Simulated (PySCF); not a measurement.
Mapped SMILES: `[CH2:1]=[C:2]([CH3:3])[P@@:4](=[O:5])([OH:6])[C:7]([F:8])=[C:9]([F:10])[F:11]`. Hydrogens are named by the atom that carries them. Ha(C1) is cis to C3; Hb(C1) is trans to C3.

Method: geometry: GFN2-xTB, PBE0/pcSseg-1 with gauge-including orbitals, in PySCF (non-relativistic Hamiltonian, averaged over atoms made equivalent by symmetry, fast rotation or ring inversion, one computed conformer, no solvent).

δ = σ(ref) − σ, references computed at the same level: 13C, 1H vs TMS; 31P vs H3PO4; H2O for 17O; 19F against CFCl3.

```csv
atoms,nucleus,count,Hirshfeld charge,δ (ppm)
Ha(C1),1H,1,0.06,6.36
P4,31P,1,0.45,15.3
F11,19F,1,-0.05,?
C7,13C,1,-0.02,?
C9,13C,1,0.16,?
O5,17O,1,-0.39,144.9
C3,13C,1,-0.12,19.6
F10,19F,1,-0.05,?
H(C3),1H,3,0.05,2.17
C2,13C,1,-0.04,145.2
C1,13C,1,-0.07,139.2
Hb(C1),1H,1,0.05,6.52
F8,19F,1,-0.07,-212.1
H(O6),1H,1,0.19,3.22
O6,17O,1,-0.24,?
```

Task: Estimate the values marked ?.

Result: 
- C9: 170.9 ppm, fully substituted alkene carbon
- C7: 138.4 ppm, fully substituted alkene carbon; an sp2 carbon of a C=C bond
- O6: 111.6 ppm, oxygen bonded to P, H
- F10: -86.4 ppm, vinylic fluorine
- F11: -112.3 ppm, vinylic fluorine

OH and NH positions are those of a molecule without intermolecular hydrogen bonds; in solution they move with solvent, concentration and temperature, and exchange usually removes their couplings. Shifts are as computed. Against solution values, carbons near 30 ppm lie about +3 ppm off and those near 130 ppm about +5 ppm. Of 1211 compounds with measured shifts, 218 miss one by over three times the rms of a fit or turn the order of signals round; such compounds aren't used in these exercises. Unscaled 19F shifts against computed CFCl3 carry errors that often reach 10 to 50 ppm. Experimental scales use liquid or dissolved standards, which lie at an offset from isolated H2O (liquid H2O: subtract about 36 ppm) and H3PO4.
